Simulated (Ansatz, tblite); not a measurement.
Cost and result up the ladder for `Sc1ccc(-c2ccc(-c3ccc(-c4ccc(S)o4)o3)o2)o1` (32 atoms). Total charge 0; singlet. Geometry: PBE-D4/def2-SVP.

```
atom   x (Å)   y (Å)   z (Å)
  S1   0.653  -2.457   7.514
  C2   0.693  -1.349   6.161
  C3   1.196  -0.065   6.051
  C4   1.090   0.300   4.677
  C5   0.517  -0.788   4.033
  C6   0.133  -1.025   2.671
  C7  -0.448  -2.109   2.027
  C8  -0.582  -1.739   0.660
  C9  -0.073  -0.451   0.551
 C10   0.073   0.452  -0.551
 C11   0.582   1.740  -0.660
 C12   0.448   2.110  -2.027
 C13  -0.133   1.025  -2.671
 C14  -0.517   0.788  -4.033
 C15  -1.090  -0.300  -4.677
 C16  -1.196   0.065  -6.051
 C17  -0.693   1.349  -6.161
 S18  -0.654   2.455  -7.515
 O19  -0.288   1.798  -4.926
 O20  -0.362   0.015  -1.775
 O21   0.362  -0.014   1.775
 O22   0.288  -1.798   4.926
 H23  -0.707  -2.583   7.600
 H24   1.585   0.537   6.878
 H25   1.380   1.245   4.206
 H26  -0.737  -3.052   2.501
 H27  -0.998  -2.333  -0.160
 H28   0.998   2.334   0.159
 H29   0.736   3.053  -2.501
 H30  -1.379  -1.245  -4.205
 H31  -1.584  -0.539  -6.878
 H32   0.707   2.582  -7.601
```

Ansatz on 2 threads of AMD EPYC 7R13 on a shared host and a share (18 GiB) of an NVIDIA H100 80GB HBM3; xTB runs through tblite on one thread. Times are rough, summed over both states, and most runs start from the orbitals of an earlier one. PBE0-D4/def2-TZVP serves as the yardstick here, not as an exact answer. The other state is a doublet.

The xTB rows come from tblite. Single mean-field runs in def2-TZVP are fitted with def2-universal-jkfit.

Raw xTB energies of ions are shifted by several eV.

| level | functions | wall time | vertical IE (eV) | difference from PBE0-D4/def2-TZVP (eV) |
| --- | --- | --- | --- | --- |
| GFN2-xTB | 108 | 0.1 s | 11.64 | 5.19 |
| GFN1-xTB | 118 | 0.11 s | 12.13 | 5.68 |
| PBE-D4/def2-TZVP (with forces) | 754 | 8.7 s | 6.25 | -0.19 |
| PBE0-D4/def2-TZVP | 754 | 12 s | 6.45 | 0.00 |
